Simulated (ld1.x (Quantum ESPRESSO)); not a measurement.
**iodine: one change to a TM potential, before and after**

```
Element                 : iodine
Generator               : ld1.x (Quantum ESPRESSO) 7.5
Type                    : norm-conserving Troullier–Martins (Kleinman–Bylander form)
Functional              : LDA (PZ)
Relativity              : fully relativistic
Frozen core             : [Kr]
Valence charge          : 17
Reference configuration : 4d10 5s1.75 5p5.25
Partial waves           : 5s (bound): rc 1.50 bohr; 5p (bound): rc 1.75 bohr; 4d (bound): rc 1.50 bohr
Local potential         : all-electron potential smoothed inside 1.60 bohr (lloc = -1)
Core correction         : a·sin(br)/r model core, default radius (core density twice the valence density)
```

Open shells are filled in proportion to 2j + 1 (rel_dist='average').

All-electron outer shells of the reference configuration (LDA (PZ), scalar-relativistic, ld1.x):

```tsv
shell	level (eV)	outermost node (bohr)	outermost maximum (bohr)
4s	-180.50	0.37	0.68
4p	-127.68	0.37	0.72
4d	-50.66	0.35	0.78
5s	-17.84	0.88	1.70
5p	-7.38	0.96	2.02
```

Change: wave 4d (bound): rc 1.50 bohr becomes 4d (bound): rc 2.14 bohr.

Cutoffs: the cutoffs (Ry, on a coarse ladder) from which the occupation-weighted sum of valence levels, in a spherical-Bessel basis at the reference potential, stays within 10 and 1 mRy of its value at 400 Ry; they do not see the model core or the augmentation charge, which bear on the density cutoff. Errors are all-electron minus pseudo energies relative to the spin-unpolarised reference configuration.

**Question.** Predict the effect on cutoff, ghosts and configuration errors.

**Answer.** The potential gets softer (100 Ry and 180 Ry → 70 Ry and 120 Ry); both files keep a bound ghost (s); of the 7 tests that both files solve, the error grows in 0 and shrinks in 1 by more than 15 % and 0.3 meV (median size 16.4 → 15.9 meV). A larger radius leaves more room for a smooth pseudo-wave, so fewer plane waves are needed.

```csv
quantity,base,changed
"cutoff, loose",100 Ry,70 Ry
"cutoff, tight",180 Ry,120 Ry
loose cutoff by channel (10 mRy a level),"s 35 Ry, p 12 Ry, d 90 Ry","s 35 Ry, p 12 Ry, d 60 Ry"
bound ghosts,s,s
"error for 4d10 5s2 5p5, meV [ΔE -2.60 eV]",0.0,0.0
"error for 4d10 5s2 5p4, meV [ΔE 8.74 eV]",+3.9,+3.9
"error for 4d10 5s2 5p3, meV [ΔE 28.83 eV]",+23,+23
"error for 4d10 5s2 5p4.5, meV [ΔE 2.03 eV]",+0.3,+0.3
"error for 4d10 5s2 5p1, meV [ΔE 98.32 eV]",+69,+65
"error for 4d9 5s2 5p6, meV [ΔE 43.10 eV]",-196,+130
"error for 4d10 5s1 5p5, meV [ΔE 19.76 eV]",+16,+16
```

 A true bound ghost makes a file unfit for plane-wave use even where its test errors are small: the radial tests pick states by their node count and pass the ghost by.
